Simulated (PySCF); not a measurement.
## How methods differ on the ionisation energy of In⁴⁶⁺

In⁴⁶⁺ [He] 2s1 [2s1/2^1, M_J = 1/2] → In⁴⁷⁺ 1s2, as a difference of total energies. Computed with PySCF 2.14 in an uncontracted even-tempered set (17 s from 25 bohr⁻², ratio 2.4; 12 p from 33 bohr⁻², ratio 2.4; 5 d from 100 bohr⁻², ratio 2.6; 4 f from 150 bohr⁻², ratio 2.6), with the two-component X2C-1e Hamiltonian. Correlated levels: nothing frozen; the 32 highest virtual spinors dropped. "Screened" scales the spin-orbit matrix elements by Boettger's factors to mimic the two-electron term; Breit and QED terms are absent.

```tsv
method	ionisation energy (eV)
GHF (screened spin-orbit)	7959.2
GMP2 (screened spin-orbit)	7959.4
```

For this ion Breit and QED terms and the two-electron picture change, all absent here, outweigh the correlation shift from GHF to GMP2.

For comparison: 7953.1 eV (theoretical estimate listed by NIST; NIST Atomic Spectra Database, ionization energies).
